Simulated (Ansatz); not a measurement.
Stepwise reaction of `[O]=[W]([OH])([F])([Cl])[Cl]` with hydrogen fluoride, as a gas-phase model of exchange steps in deposition or etching. ΔE in kJ/mol; ΔG adds harmonic PBE0-D4 terms to CCSD(T)/CBS, at 1 bar.

Computed with Ansatz on PBE0-D4/def2-TZVP structures; ΔE is electronic, products minus reactants. CCSD(T)/CBS is the MP2 limit (def2-TZVPP, def2-QZVPP) plus CCSD(T) − MP2 in def2-TZVPP, frozen cores. This one scheme is used for every species. DFT in def2-TZVPP. B3LYP here is the variant with VWN-RPA as its local correlation; programs differ in this. def2 core potentials past Kr. For W outer-core shells are correlated without core-valence functions, which leaves a few kJ/mol of doubt a bond. One conformer a species, not always the lowest.

```json
{"step": "1", "reaction": "`[O]=[W]([OH])([F])([Cl])[Cl]` + H–F → `[O]=[W]([OH])([F])([F])[Cl]` + HCl", "PBE-D4": "-18.6", "B3LYP-D4": "-22.9", "ωB97M-V": "-26.4", "CCSD(T)/CBS": "-12.5", "ΔG(500 K)": "-23.2"}
{"step": "2", "reaction": "`[O]=[W]([OH])([F])([F])[Cl]` + H–F → `[O]=[W]([OH])([F])([F])[F]` + HCl", "PBE-D4": "-23.9", "B3LYP-D4": "-26.8", "ωB97M-V": "-27.8", "CCSD(T)/CBS": "-15.8", "ΔG(500 K)": "-17.0"}
```

Q: By hand: ΔE of the 2 steps together at CCSD(T)/CBS.

A: (-12.5) + (-15.8) = -28.3 kJ/mol, or -14.2 kJ/mol a step.

In ΔE the steps differ by no more than 3.3 kJ/mol. All are downhill at CCSD(T)/CBS. ΔG lies between -23.2 and -17.0 kJ/mol a step. PBE-D4 differs from CCSD(T)/CBS by -8.1 to -6.1 kJ/mol a step. Isolated molecules leave out the surface, adducts and barriers. Largest T1 diagnostic: 0.021.
